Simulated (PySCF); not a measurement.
**How methods differ on the ionisation energy of F⁺**

F⁺ [He] 2s2 2p4 (3P) → F²⁺ [He] 2s2 2p3 (4S), as a difference of total energies. All numbers are calculated (PySCF 2.14, the spin-free X2C one-electron Hamiltonian (Gaussian nucleus), in aug-cc-pCVTZ-DK with one added diffuse shell each of s, p, d, f type (8s7p5d3f, 75 functions)). Correlated levels: valence and next inner shell: nothing frozen. The calculations carry no spin-orbit coupling.

```
                                method  ionisation energy (eV)  error (eV)
                                   UHF                  33.368      -1.582
    MP2 (valence and next inner shell)                  34.645      -0.305
SCS-MP2 (valence and next inner shell)                  34.742      -0.208
   CCSD (valence and next inner shell)                  34.679      -0.271
CCSD(T) (valence and next inner shell)                  34.709      -0.241
```

Reference: 34.950 eV (measured; NIST levels, between the centres of gravity of the two terms).

Errors of the correlated levels include the incompleteness of this basis.
